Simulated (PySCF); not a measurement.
Input file for PySCF: U-B3LYP/LANL2DZ on ClFSn (SMILES [F][Sn][Cl]), a point of a bond scan (R = 2.146 Å).

```python
from pyscf import gto, scf, dft, mp
from pyscf.data.elements import chemcore

mol = gto.M(
    atom='''
    Sn    0.19089247    0.14887198    0.49762971
    F     0.97888355    1.55020238   -0.92462056
    Cl   -1.04175619   -1.19111043   -1.04256235
    ''',
    basis='lanl2dz',
    ecp={'Cl': 'lanl2dz', 'Sn': 'lanl2dz'},
    charge=0, spin=0, verbose=3, max_memory=1800)
mf = dft.UKS(mol, xc='b3lyp')
mf.conv_tol = 1e-8
mf.max_cycle = 100
mf.init_guess_breaksym = True
mf.kernel()
if not mf.converged:
    mf = mf.newton().run(mf.mo_coeff, mf.mo_occ)
for _ in range(4):
    mo, _, stable, _ = mf.stability(return_status=True)
    if stable:
        break
    mf.kernel(mf.make_rdm1(mo, mf.mo_occ))
```

The log:

```
converged SCF energy = -118.262964017714  <S^2> = 2.6254554e-12  2S+1 = 1
<class 'pyscf.dft.uks.UKS'> wavefunction is stable in the internal stability analysis
```

The calculation finished and met its thresholds.

Cost: around 18 core-seconds (rough).
